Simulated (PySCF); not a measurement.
SMILES F[SiH](F)C[SiH](Cl)Cl (CH₄Cl₂F₂Si₂), CAM-B3LYP/def2-SVP optimised geometry.

```
11

Si    -0.09    -1.96     0.00
F     -0.55    -2.66     1.38
F      1.52    -1.96     0.00
C     -0.66    -0.19     0.00
Si     0.37     0.98    -1.01
Cl    -0.61     2.78    -1.18
Cl     0.62     0.17    -2.89
H     -0.57    -2.78    -1.12
H     -1.70    -0.15    -0.37
H     -0.68     0.17     1.04
H      1.70     1.24    -0.42
```

Density from CAM-B3LYP/def2-TZVP (PySCF) at that geometry.

Minimum of the electron density along straight lines between bonded atoms, close to the bond critical point (lines longer than 1.1 times the sum of covalent radii, or with two minima, are not listed):

```csv
bond,length / Å,ρ at the minimum / e bohr⁻³,∇²ρ there / e bohr⁻⁵,position (fraction from the first atom)
Si1–F2,1.611,0.136,0.91,0.42
Si1–F3,1.615,0.135,0.92,0.42
Si1–C4,1.853,0.129,0.17,0.39
C4–Si5,1.860,0.126,0.16,0.61
Si5–Cl6,2.060,0.100,0.20,0.36
Si5–Cl7,2.064,0.099,0.21,0.36
Si1–H8,1.472,0.132,0.11,0.49
C4–H9,1.103,0.263,-0.85,0.64
C4–H10,1.104,0.262,-0.84,0.64
Si5–H11,1.474,0.130,0.12,0.49
```
